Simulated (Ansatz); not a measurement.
Basis sets compared for P7⁺. The state is a singlet with charge 1. Geometry PBE-D4/def2-SVP. Ansatz on 4 threads of Arm Neoverse V2 on a shared host; times are rough, and most runs start from earlier orbitals.

```xyz
7

P    -0.8245   -0.6331    1.4966
P    -0.3184    1.5233    1.0204
P    -0.7108    1.2562   -1.2500
P     0.5266   -1.7086   -0.3526
P     1.5145    0.1920    0.9951
P     1.3513    0.1944   -1.2646
P    -1.5387   -0.8243   -0.6449
```

Another isomer (singlet) lies 0.40 eV lower at PBE0-D4/def2-TZVP; other spin states weren't run for this one.

| level | functions | energy (Eh) | HOMO (eV) | LUMO (eV) | wall time |
| --- | --- | --- | --- | --- | --- |
| PBE-D4/def2-SVP | 126 | -2387.4607 | -11.47 | -8.53 | 1.3 s |
| PBE0-D4/def2-SVP | 126 | -2387.6283 | -12.54 | -7.81 | 1.9 s |

(1) Estimate the rows for PBE-D4/def2-TZVP (with forces), PBE0-D4/def2-TZVP.

Results:

(1) 
```csv
level,functions,energy (Eh),HOMO (eV),LUMO (eV),wall time
PBE-D4/def2-TZVP (with forces),259,-2388.3148,-11.17,-8.29,3.8 s
PBE0-D4/def2-TZVP,259,-2388.4798,-12.17,-7.53,8 s
```
